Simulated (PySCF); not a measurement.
C₃F₃, SMILES [C]#CC(F)(F)F, multiplicity 2.

Coordinates come from a PBE0-D3(BJ)/def2-SVP optimisation. The isomer is the one that the SMILES or the coordinates give; other isomers of the formula were not compared.

The numbers are results of PBE0-D3(BJ)/def2-SVP (PySCF), not measurements.

No scaling factor is applied to the harmonic values.

Modes within 1.5 cm⁻¹ of each other (mostly degenerate sets) share a row, with their intensities summed.

```
mode  ν (cm⁻¹)  IR (km/mol)  moving atoms (share of kinetic energy)
----  --------  -----------  --------------------------------------
1–2        171          0.1                          C 60 %, F 40 %
3–4        451          1.0                          F 62 %, C 38 %
5          554         11.2                          C 56 %, F 44 %
6–7        611          2.2                          F 68 %, C 32 %
8          842          2.4                          F 80 %, C 20 %
9–10      1249        596.9                          C 76 %, F 24 %
11        1282        458.6                          C 85 %, F 15 %
12        2297         22.8                                 C 100 %
```
